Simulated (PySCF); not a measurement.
**RuO₄: from structure and modes to constants**

Computed with PBE0/[Ru def2-SVP with ECP28, O def2-SVP], scalar-relativistic core potentials, density fitting, no spin–orbit coupling, PySCF.

The singlet minimum has Td symmetry. Masses (u): Ru 101.90435, O 15.99492.

```xyz
5
charge 0 multiplicity 1, angstrom
Ru    0.0000    0.0000    0.0000
O     0.9606   -0.9606    0.9606
O     0.9606    0.9606   -0.9606
O    -0.9606   -0.9606   -0.9606
O    -0.9606    0.9606    0.9606
```

Harmonic wavenumbers (cm⁻¹): 350.8 (e, ×2), 373.2 (t2, ×3), 1007.2 (a1, ×1), 1022.9 (t2, ×3).

Problem. Find the principal moments of inertia and the rotational constants. What kind of rotor is it?

Solution. About the centre of mass I = 118.08, 118.08, 118.08 u Å². With B = 16.8576/I this gives 0.1428, 0.1428, 0.1428 cm⁻¹. The molecule is a spherical top.

Problem. What is the harmonic zero-point energy?

Solution. Half the sum of all 9 wavenumbers, 5897/2 = 2949 cm⁻¹, which is 35.3 kJ/mol (1 cm⁻¹ = 0.0119627 kJ/mol).

Problem. Find the vibrational entropy and heat capacity at 298.15 K.

Solution. With u = 1.43878 ω/T, each mode gives S = R[u/(eᵘ−1) − ln(1−e⁻ᵘ)] and C = R u² eᵘ/(eᵘ−1)².
```json
{"ω (cm⁻¹)": "350.8 (×2)", "u": "1.693", "S (J/(mol K))": "4.86", "C (J/(mol K))": "6.58"}
{"ω (cm⁻¹)": "373.2 (×3)", "u": "1.801", "S (J/(mol K))": "4.46", "C (J/(mol K))": "6.39"}
{"ω (cm⁻¹)": "1007.2", "u": "4.860", "S (J/(mol K))": "0.38", "C (J/(mol K))": "1.55"}
{"ω (cm⁻¹)": "1022.9 (×3)", "u": "4.936", "S (J/(mol K))": "0.36", "C (J/(mol K))": "1.48"}
```
The sums over all modes are S = 24.6 and C = 38.3 J/(mol K); the softest mode gives 20 % of the entropy (each member, where degenerate).

Problem. Give the standard entropy (298.15 K, 1 bar) by its translational, rotational, vibrational and spin parts, and Cp.

Solution. Sackur–Tetrode with M = 165.88 u gives 172.6; rotation with symmetry number 12 gives 87.4; vibration 24.6; spin R ln 1 = 0.0. The total is 284.5 J/(mol K), and Cp = 4 R + 38.3 = 71.6 J/(mol K).

Stability towards spin polarisation was not tested. This need not be the most stable arrangement of these atoms.
